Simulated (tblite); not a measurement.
Compound: C₄H₁₃ClOSi₂.
Geometry (GFN2-xTB, Å), atoms numbered from 1 in this order:
```
atom  x, y, z in Å
C1     4.156   -0.257   -0.322
O2     2.804   -0.418   -0.022
Si3    1.543    0.460   -0.543
Si4   -0.126   -0.652    0.576
C5    -1.813   -0.082   -0.133
C6    -1.950    1.436   -0.079
C7    -2.932   -0.752    0.628
Cl8   -4.538   -0.427   -0.104
H9     4.331   -0.375   -1.394
H10    4.719   -1.018    0.220
H11    4.505    0.733   -0.019
H12    1.752    1.882   -0.211
H13    1.491    0.458   -2.017
H14   -0.111   -2.122    0.477
H15   -0.185   -0.380    2.025
H16   -1.886   -0.394   -1.180
H17   -1.853    1.791    0.946
H18   -2.923    1.749   -0.455
H19   -1.181    1.913   -0.682
H20   -2.988   -0.384    1.652
H21   -2.824   -1.835    0.634
```

Computed values, GFN2-xTB/tblite, gas phase, harmonic and unscaled. Against measured fundamentals such values can be off by several per cent, at times by over 20. Modes of hydrogen on silicon can be 10 to 20 % off. One conformer, not necessarily the lowest.

Harmonic wavenumbers (cm⁻¹): 27.8, 37.8, 59.3, 92.3, 97.6, 117.7, 127.2, 180.6, 216.9, 229.9, 254.1, 307.3, 377.9, 401.7, 467.8, 495.3, 591.1, 607.3, 670.8, 687.1, 727.6, 760.1, 768.8, 807.6, 862.6, 871.1, 947.4, 1006.5, 1090.8, 1129.2, 1132.3, 1132.5, 1153.2, 1181.3, 1228.2, 1264.2, 1317.5, 1417.7, 1417.9, 1445.7, 1484.8, 1489.6, 1502.0, 1509.4, 2112.1, 2155.0, 2160.2, 2176.8, 2931.1, 2953.2, 2965.4, 2988.3, 2991.4, 2993.2, 3013.6, 3020.6, 3031.3.

A = 4291, B = 366.7, C = 350.3 MHz; mass 168.019 u (most abundant isotopes); point group C1, symmetry number 1.

Question: What is the zero-point energy?

Answer: Half the sum of the wavenumbers: 34594 cm⁻¹ = 98.91 kcal/mol.

Question: What is S at 500 K and 1 bar for an ideal gas of classical rigid rotors and harmonic oscillators?

Answer: Translation 43.86, rotation 32.29, vibration 70.40: S = 146.5 cal/(mol K).

Question: And Cp and H(500 K) − H(0)?

Answer: Cp = 66.33 cal/(mol K), of which vibrations give 58.38 (their classical limit is 57 R = 113.3); H(500 K) − H(0) = 20.47 kcal/mol without the zero-point energy, 16.50 from vibrations.

Question: How do the functions run with temperature in this model?

Answer: 
| T (K) | S (cal/(mol K)) | Cp (cal/(mol K)) | H − H(0) (kcal/mol) | G − H(0) (kcal/mol) | ln q(vib) |
| --- | --- | --- | --- | --- | --- |
| 50 | 65.1 | 17.6 | 0.62 | -2.64 | 1.41 |
| 100 | 79.8 | 25.1 | 1.70 | -6.28 | 3.71 |
| 298.15 | 117.4 | 47.3 | 8.91 | -26.08 | 11.77 |
| 373.15 | 128.8 | 55.0 | 12.75 | -35.32 | 14.48 |
| 750 | 176.7 | 82.4 | 39.21 | -93.33 | 26.68 |
| 1000 | 202.0 | 93.1 | 61.24 | -140.76 | 33.74 |

q(vib) and H(0) count from the zero-point level.

Question: What must be added to the electronic energy to get the Gibbs energy at 500 K and 1 bar?

Answer: ZPE + [H(500 K) − H(0)] − T·S = 98.91 + 20.47 − 73.27 = 46.11 kcal/mol.

Hindered rotation and anharmonicity are outside this model. Other conformers, if any are populated, would add a mixing term that is left out. The structure is chiral; the term R ln 2 for an equal mix with its mirror image is left out.
